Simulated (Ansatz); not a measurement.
The cluster TiSi₆⁺, relaxed as a doublet with UKS PBE0-D4/def2-SVP in Ansatz, starting from the GFN2-xTB geometry. Force threshold 0.02 eV/Å.

The charge 1 doublet is spin-contaminated (final ⟨S²⟩ up to 0.85, 0.75 for a pure state). The relaxation made no stability test and no search for a lower SCF solution. No other spin state of charge 1 was run. Another isomer (doublet) lies 0.20 eV lower at PBE0-D4/def2-TZVP; other spin states weren't run for this one.

Start:

Cartesian coordinates in Å:
```
Ti -1.005 -0.559 0.583
Si -0.066 0.430 2.723
Si 1.901 -0.231 -1.323
Si 0.446 -2.129 -0.683
Si 1.425 0.502 1.009
Si -2.417 1.054 -0.769
Si -0.283 0.932 -1.540
```

Task: Estimate the energy that the relaxation releases and the steps that it takes.

Result: 262.0 kJ/mol, in 20 steps; 3.3 min on 4 threads of Arm Neoverse V1 on a shared host. No frequencies were taken in this run, so the end may be a saddle point.

Task: Does the start keep its bonding and symmetry?

Result: Bonds formed: Si2–Si4, Si4–Si5, Si4–Si7, Si5–Si6, Si5–Si7 (atoms count from 1). Point group Cs at the start, Cs at the end, both within 0.05 Å.

Task: Predict the relaxed structure.

Result: 
```xyz
7

Ti   -1.664   -0.595    0.658
Si    0.213   -0.437    2.232
Si    2.001   -0.012   -1.312
Si    0.775   -1.420    0.178
Si    0.634    1.070    0.356
Si   -1.592    1.549   -0.532
Si   -0.367   -0.154   -1.580
```
Bond lengths: 10 × Si–Si 2.34 to 2.50 Å; 5 × Si–Ti 2.45 to 2.85 Å.
